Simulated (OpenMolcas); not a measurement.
Computed transition rates of Xe4+

```
Program             : OpenMolcas 26.06
Method              : MS-CASPT2, IPEA 0.25 Eh, imaginary shift 0.1 Eh (closed shells correlated: 4d)
Basis               : ANO-RCC-VTZP [7s6p4d2f1g]
Scalar Hamiltonian  : DKH2, point nucleus
Active space        : 4 electrons in 4 orbitals (5s 5p)
State averaging     : 2S+1 = 3 even, 6 roots; 2S+1 = 1 even, 12 roots kept (CI in the orbitals of an earlier block); 2S+1 = 5 odd, 1 root; 2S+1 = 3 odd, 9 roots kept (CI in the orbitals of an earlier block); 2S+1 = 1 odd, 8 roots kept (CI in the orbitals of an earlier block)
Spin-orbit coupling : state interaction with AMFI integrals over the reference wave functions, term energies averaged over their components
```

Rates come from the transition moments of the reference wave functions (E1 and E2 in the length form). At fixed line strength A goes as λ^-3 for E1 and M1 and as λ^-5 for E2, so a rate at the computed wavelength can be rescaled to the measured one. Measured vacuum wavelengths follow from level energies in Saloman, J. Phys. Chem. Ref. Data 33, 765 (2004). Branching counts decays inside the model space alone, at computed energies, and the table is only a selection of the E2 and M1 lines, drawn from those between levels with measured partners whose computed energy lies within a factor of 1.5 of the measured one.

```
             Upper               Lower  Type  λ computed (nm)  λ measured (nm)  A computed (s-1)  A rescaled (s-1)  Branching %
5s² 5p² ³P₂ [71 %]         5s² 5p² ³P₁    M1             2149             2068          9.70e-01          1.09e+00         93.6
       5s² 5p² ³P₁         5s² 5p² ³P₀    M1             1257             1076          8.32e+00          1.33e+01        100.0
5s² 5p² ³P₂ [71 %]         5s² 5p² ³P₀    E2            792.9            707.9          6.54e-02          1.15e-01          6.3
5s² 5p² ¹D₂ [71 %]  5s² 5p² ³P₂ [71 %]    M1            756.2            700.1          1.93e+01                           45.9
5s² 5p² ¹D₂ [71 %]  5s² 5p² ³P₂ [71 %]    E2            756.2            700.1          2.12e-01                            0.5
       5s² 5p² ¹S₀  5s² 5p² ¹D₂ [71 %]    E2            580.6            622.7          3.90e+00          2.75e+00          1.8
5s² 5p² ¹D₂ [71 %]         5s² 5p² ³P₁    M1            559.4              523          2.24e+01                           53.2
       5s² 5p² ¹S₀  5s² 5p² ³P₂ [71 %]    E2            328.4            329.6          1.32e+01                            6.0
       5s² 5p² ¹S₀         5s² 5p² ³P₁    M1            284.9            284.3          2.02e+02                           92.2
```

Spin-changing lines and M1 lines between different terms are not rescaled, since their strength hangs on the term gaps too.

The largest correction is for 5s² 5p² ³P₂ [71 %] → 5s² 5p² ³P₀ (E2): 6.54e-02 × (792.9 / 707.9)^5 = 1.15e-01 s-1, a factor of 1.76.

No measured rate stands beside these. Rescaling mends the energy factor alone: line strengths can still be far off where a level mixes with configurations outside the active space, and weak or spin-changing lines hang on small mixing coefficients that depend on the term gaps too, so rescaling need not improve them.

CASPT2 does not keep the components of a term degenerate, so their means are used; among the terms shown or strongly mixed into the levels shown the widest spread is 120 cm-1 (5s² 5p² ¹D). Over all roots computed the reference weight is 0.83 to 0.95; the roots of lowest weight are the least certain, and an intruder state may touch them. Terms from blocks run as CI alone lack orbitals of their own. Computed and measured levels are paired by configuration, term and J; levels that our copy of the source lacks, or whose pairing is in doubt (as where it misses far off the trend of its configuration), stay unpaired. Levels of configurations outside the active space are missing.

A share in square brackets marks a mixed level and gives the weight of the term that names it.
